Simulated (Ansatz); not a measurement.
Two structures of SiNH6ClO, singlet, reached by relaxing down either side of one saddle point (PBE0-D4/def2-TZVP). Energies are electronic, without zero-point energy. Ansatz 0.2.0; basis: def2-TZVPP and def2-QZVPP; cores frozen in the correlated methods. Extrapolation: Hartree–Fock as exp(−7.88 √X), correlation as X^−2.97. First:

```xyz
10
angstrom
Si -0.2631 -0.8998 0.1663
O 0.9174 -0.0934 1.0339
H 0.5412 -1.6642 -0.8069
H -1.0401 -1.7423 1.1084
N -1.3874 0.0794 -0.6465
H 1.7785 1.0582 -0.0589
Cl 2.1950 1.8752 -0.9891
H 0.6406 0.3532 1.8370
H -1.1215 0.6775 -1.4119
H -2.2606 0.3564 -0.2321
```

Second:

Si1  (-0.419, -0.102, -0.339)
O2  (2.120, -0.480, 1.638)
H3  (0.488, -1.171, -0.791)
H4  (-0.877, -0.202, 1.060)
N5  (-1.791, -0.099, -1.345)
H6  (2.218, 0.342, 1.146)
Cl7  (0.692, 1.670, -0.437)
H8  (1.862, -0.208, 2.522)
H9  (-1.695, -0.205, -2.342)
H10  (-2.599, 0.455, -1.113)
(Å)

Which bonds change from the first to the second?

SiNH₅O ([NH2][SiH2][OH]) + HCl → SiNH₄Cl ([NH2][SiH2][Cl]) + H₂O; bonds formed: Si1–Cl7, O2–H6; bonds broken: Si1–O2, H6–Cl7.

Give the saddle point's structure and its height above each. (Judge from chemistry; the value comes from the calculation.)

The calculation gives: 75.7 kJ/mol above the first and 71.6 kJ/mol above the second (CCSD(T) at an estimated basis limit (MP2 extrapolated from triple and quadruple zeta, plus CCSD(T) − MP2 in triple zeta)).
Si1  (-0.012, -0.479, -0.219)
O2  (1.261, -0.003, 1.252)
H3  (0.685, -1.605, -0.876)
H4  (-0.718, -1.137, 0.944)
N5  (-1.406, 0.276, -0.834)
H6  (1.756, 0.776, 0.940)
Cl7  (1.308, 1.053, -1.227)
H8  (0.847, 0.156, 2.108)
H9  (-1.403, 0.921, -1.604)
H10  (-2.319, 0.042, -0.483)
(Å)

The T1 diagnostic stays at or below 0.011.

Hydrogen chloride, the by-product of chloride precursors, can attack films and sites by steps of this kind.

Labels in which every atom is bracketed show which atoms are joined, not bond orders.

For scale, one of the runs: CCSD(T)/def2-TZVPP, 230 basis functions, launched by `ansatz run in.yaml --threads 4 --pin off --events-out ev --progress --plain --max-ram 9574MiB`. Hardware: 4 CPU threads of an Arm Neoverse V2, shared host. Wall time 85 s; peak host memory 3.8 GiB.
